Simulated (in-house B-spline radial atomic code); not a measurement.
Radial electron density of the gallium ion Ga⁷⁺, [Ne] 3s2 3p5 3d6 5f1. Level of theory: Dirac-Hartree-Fock, average of configuration, Fermi nucleus of rms radius 3.9973 fm; calculated with a radial B-spline atomic code at the basis-set limit.

Columns: r (bohr), 4πr²n(r) (electrons per bohr), bar.

```
 0.00185   0.9222 #
 0.00229     1.36 #
 0.00283    1.987 ##
 0.00349    2.869 ###
 0.00431    4.114 ####
 0.00533    5.841 ######
 0.00658     8.15 ########
 0.00812    11.16 ###########
    0.01    14.91 ###############
  0.0124    19.56 ####################
  0.0153    24.65 #########################
  0.0189    29.85 ##############################
  0.0233    34.37 ##################################
  0.0288     37.4 ######################################
  0.0356     38.1 ######################################
   0.044    36.34 ####################################
  0.0543    33.16 #################################
  0.0671    30.67 ###############################
  0.0828    31.22 ###############################
   0.102    35.47 ####################################
   0.126    41.25 #########################################
   0.156    43.84 ############################################
   0.193    39.59 ########################################
   0.238    30.24 ##############################
   0.294    21.92 ######################
   0.363    19.86 ####################
   0.448    22.45 #######################
   0.554     23.3 #######################
   0.684    18.71 ###################
   0.844    11.08 ###########
    1.04    4.794 #####
    1.29    1.493 #
    1.59   0.4217 
    1.96  0.09741 
    2.43 0.003963 
       3   0.1559 
     3.7   0.3572 
    4.57   0.2969 
    5.64   0.1041 
    6.97  0.01424 
    8.61 0.0006605 
    10.6 9.099e-06 
    13.1 2.497e-08
```

On this grid the curve has 4 maxima, near 0.0356, 0.156, 0.554, 3.7 bohr.

The 5f5/2 radial function P(r) = rR(r), positive near the nucleus, with its small component Q(r) (sign convention: Q ≈ (P' + κP/r)/2c):

```json
{"r (bohr)": "0.102", "P": "0.001197", "Q": "0.0002708"}
{"r (bohr)": "0.156", "P": "0.004756", "Q": "0.0006792"}
{"r (bohr)": "0.238", "P": "0.01676", "Q": "0.001495"}
{"r (bohr)": "0.363", "P": "0.05131", "Q": "0.002813"}
{"r (bohr)": "0.554", "P": "0.1328", "Q": "0.004398"}
{"r (bohr)": "0.844", "P": "0.2814", "Q": "0.00547"}
{"r (bohr)": "1.29", "P": "0.434", "Q": "0.004131"}
{"r (bohr)": "1.96", "P": "0.262", "Q": "-0.0006185"}
{"r (bohr)": "3", "P": "-0.3948", "Q": "-0.00321"}
{"r (bohr)": "4.57", "P": "-0.5449", "Q": "-0.0006674"}
{"r (bohr)": "6.97", "P": "-0.1193", "Q": "0.0001815"}
{"r (bohr)": "10.6", "P": "-0.003017", "Q": "9.396e-06"}
```
